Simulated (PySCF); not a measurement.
Ga(OH)2(SMe) (CH₅GaO₂S), SMILES C[S][Ga]([OH])[OH].

The structure is a stationary point at B3LYP-D3(BJ)/def2-SVP. The structure was generated by enumeration; whether it is a known compound was not checked. One conformer was computed; it need not be the lowest.

Level of theory: PBE/def2-TZVP (PySCF).

Symmetry labels are those of the subgroup Cs that the program uses (full group Cs).

Task: List the valence orbital energies around the gap with their symmetry. (The exact figures need the calculation; the answer reports its results.)

Result: 
| orbital | symmetry | energy (eV) |
|---|---|---|
| HOMO−7 | A' | -10.38 |
| HOMO−6 | A' | -9.28 |
| HOMO−5 | A' | -8.99 |
| HOMO−4 | A" | -7.77 |
| HOMO−3 | A' | -7.56 |
| HOMO−2 | A' | -7.24 |
| HOMO−1 | A" | -7.13 |
| HOMO | A" | -5.89 |
| LUMO | A' | -1.79 |
| LUMO+1 | A" | -0.72 |
| LUMO+2 | A' | -0.55 |
| LUMO+3 | A' | 0.46 |
